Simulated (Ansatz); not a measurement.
`[F][GaH][SeH]` + NH₃ → `[NH2][GaH][SeH]` + H–F at 400 K and 1 bar (ligand exchange at a Ga–F bond).

Program: Ansatz. Geometries: PBE0-D4/def2-TZVP. ΔE: electronic, gas phase. CCSD(T)/CBS is the MP2 limit (def2-TZVPP, def2-QZVPP) plus CCSD(T) − MP2 in def2-TZVPP, frozen cores. This one scheme is used for every species. For Ga, Se outer-core shells are correlated without core-valence functions, which leaves a few kJ/mol of doubt a bond. Scalar relativity is left out up to krypton. One conformer a species, not always the lowest.

```
          species  CCSD(T)/CBS energy (Eh)  H − E (kJ/mol)  S (J/(mol·K))
  `[F][GaH][SeH]`              -4425.71391            68.7          339.5
              NH₃                -56.50880           104.2          203.1
`[NH2][GaH][SeH]`              -4381.81164           134.5          361.8
              H–F               -100.39570            36.5          182.2
```

H − E and S are ideal-gas, rigid-rotor, harmonic terms from PBE0-D4/def2-TZVP, for one conformer and one mirror image of each species. 1 Eh = 2625.50 kJ/mol, R = 8.31446 J/(mol·K).

Task: By hand: ΔE, ΔH, ΔS and ΔG.

Result: ΔE = (-4381.81164) + (-100.39570) − (-4425.71391) − (-56.50880) = 0.01537 Eh = 40.4 kJ/mol. Δ(H − E) = 134.5 + 36.5 − 68.7 − 104.2 = -1.9, so ΔH = 38.5 kJ/mol. ΔS = 361.8 + 182.2 − 339.5 − 203.1 = 1.4 J/(mol·K). ΔG = 38.5 − 400 × (1.4)/1000 = 37.9 kJ/mol.

Task: By hand: the equilibrium constant, and the temperature at which ΔG would vanish if ΔH and ΔS stayed fixed.

Result: log₁₀ K = −ΔG/(RT ln 10) = -4.9. ΔG = 0 at ΔH/ΔS = 27500 K, far beyond where these terms or the molecules hold.

The number of gas molecules stays the same, so ΔS is small and ΔH decides. A doubt of 5 kJ/mol in ΔE shifts log₁₀ K by 0.7 here. Other conformers and mirror images would add mixing entropy, several J/(mol·K) or more a flexible species. These are equilibria of isolated gas molecules and say nothing of rates. Largest T1 diagnostic: 0.012 (customary marks: 0.02 for closed shells, 0.045 for open ones).
